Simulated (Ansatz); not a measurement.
`F[Si](Cl)(Br)Br`, relaxed with RKS PBE0-D4/def2-TZVP in the Gaussian-basis code of Ansatz from a PBE-D4/def2-SVP geometry. The force threshold is 0.005 eV/Å; the program also tests the step.

Total charge 0; spin multiplicity 1.

Start:

```xyz
5

F     0.547    1.503    0.582
Si    0.004    0.079    0.023
Cl   -1.959    0.321   -0.513
Br    0.188   -1.415    1.635
Br    1.220   -0.488   -1.727
```

Q: By how much does the energy fall, and how many steps does the optimiser take? (Best estimate.)

A: Computed: 0.06 eV, in 4 steps.

Q: Which bonds change most? (Estimate.)

A: Ansatz gave: F1–Si2 from 1.623 to 1.577 Å; Si2–Cl3 from 2.050 to 2.018 Å; Si2–Br4 from 2.205 to 2.182 Å; Si2–Br5 from 2.205 to 2.182 Å.

Q: Give the relaxed structure. (Estimate.)

A: Computed: 
```xyz
5

F     0.534    1.466    0.567
Si    0.003    0.083    0.024
Cl   -1.930    0.321   -0.504
Br    0.186   -1.393    1.620
Br    1.207   -0.477   -1.707
```
